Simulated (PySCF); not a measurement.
**Ni: excitation energy**

Ni [Ar] 3d8 4s2 (3F) → Ni [Ar] 3d8 4s1 4p1 (high-spin determinant), as a difference of total energies. All numbers are calculated (PySCF 2.14, the spin-free X2C one-electron Hamiltonian (Gaussian nucleus), in aug-cc-pVTZ-DK). Correlated levels: valence: [Ar] frozen. The calculations carry no spin-orbit coupling.

```csv
method,excitation energy (cm⁻¹)
UHF,17139
LDA,30060
PBE,28194
PBE0,26054
r2SCAN,25627
BP86,28599
r2SCAN0,24696
LC-wPBE,23527
PW91,28169
MP2 (valence),25510
SCS-MP2 (valence),27117
```

A first-order spin-orbit estimate (lowest level to lowest level, LS coupling) adds 0.018 eV.

The determinant of the upper state mixes LS terms, which raises its energy above the lowest term, most at the Hartree-Fock and MP2 levels.
